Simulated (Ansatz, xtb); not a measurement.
Relative energy of two isomers of C4H2Br2O

Structure X is `Brc1ccoc1Br`, a singlet and structure Y is `Brc1cocc1Br`, a singlet. Both are isolated molecules in the gas phase, relaxed with r2SCAN-D4/def2-SVP.

Quicker runs give these differences E(Y) − E(X): GFN2-xTB −0.20 kJ/mol; HF/STO-3G +4.38 kJ/mol (at GFN2-xTB geometries); r2SCAN-D4/def2-SVP//GFN2-xTB +0.25 kJ/mol.

Task: Estimate which is lower in electronic energy at CCSD(T)/def2-SVP + ΔMP2/def2-TZVPP, and by roughly how much.

Result: CCSD(T)/def2-SVP + ΔMP2/def2-TZVPP gives E(Y) − E(X) = −0.86 kJ/mol, slightly favouring structure Y, which is too small a margin to settle the true order.

How the difference moves with the method:

```json
{"level": "GFN2-xTB", "geometry": "GFN2-xTB", "E(Y) − E(X) (kJ/mol)": "−0.20", "departure from the last row (kJ/mol)": "+0.66", "job, with rough time for the two": "optimisation, 0.15 s"}
{"level": "HF/STO-3G", "geometry": "GFN2-xTB", "E(Y) − E(X) (kJ/mol)": "+4.38", "departure from the last row (kJ/mol)": "+5.24", "job, with rough time for the two": "single point, 0.92 s"}
{"level": "r2SCAN-D4/def2-SVP//GFN2-xTB", "geometry": "GFN2-xTB", "E(Y) − E(X) (kJ/mol)": "+0.25", "departure from the last row (kJ/mol)": "+1.11", "job, with rough time for the two": "single point, 4.6 s"}
{"level": "r2SCAN-D4/def2-SVP", "geometry": "r2SCAN-D4/def2-SVP", "E(Y) − E(X) (kJ/mol)": "+0.18", "departure from the last row (kJ/mol)": "+1.03", "job, with rough time for the two": "optimisation, 36 s"}
{"level": "HF/def2-SVP", "geometry": "r2SCAN-D4/def2-SVP", "E(Y) − E(X) (kJ/mol)": "−3.90", "departure from the last row (kJ/mol)": "−3.04", "job, with rough time for the two": "part of the CCSD(T) run"}
{"level": "MP2/def2-SVP", "geometry": "r2SCAN-D4/def2-SVP", "E(Y) − E(X) (kJ/mol)": "−0.53", "departure from the last row (kJ/mol)": "+0.33", "job, with rough time for the two": "part of the CCSD(T) run"}
{"level": "CCSD(T)/def2-SVP", "geometry": "r2SCAN-D4/def2-SVP", "E(Y) − E(X) (kJ/mol)": "−2.17", "departure from the last row (kJ/mol)": "−1.31", "job, with rough time for the two": "single point"}
{"level": "CCSD(T)/def2-SVP + ΔMP2/def2-TZVPP", "geometry": "r2SCAN-D4/def2-SVP", "E(Y) − E(X) (kJ/mol)": "−0.86", "departure from the last row (kJ/mol)": "", "job, with rough time for the two": "single point, 2.1 min"}
```

As drawn, both hold the same kinds of bond in the same numbers.

The largest departure from CCSD(T)/def2-SVP + ΔMP2/def2-TZVPP is that of HF/STO-3G, 5.24 kJ/mol. The last row adds to CCSD(T) the change of the MP2 difference between the two basis sets, here +1.31 kJ/mol.

With thermal terms from frequencies at re-optimised GFN2-xTB minima (ideal gas, soft modes damped towards free rotors, one conformer each, 298.15 K, 1 atm): on the last row, ΔE + ΔZPE = −0.88, ΔH = −0.96, ΔG = +0.94 kJ/mol.

The correlated steps freeze 23 core orbitals; the filled d shell of Br is correlated, in a basis made for valence electrons. Programs: Ansatz 0.2.0, xtb 6.7.1; the last row on 2 threads of Intel(R) Xeon(R) Platinum 8488C (Sapphire Rapids) on a shared host.
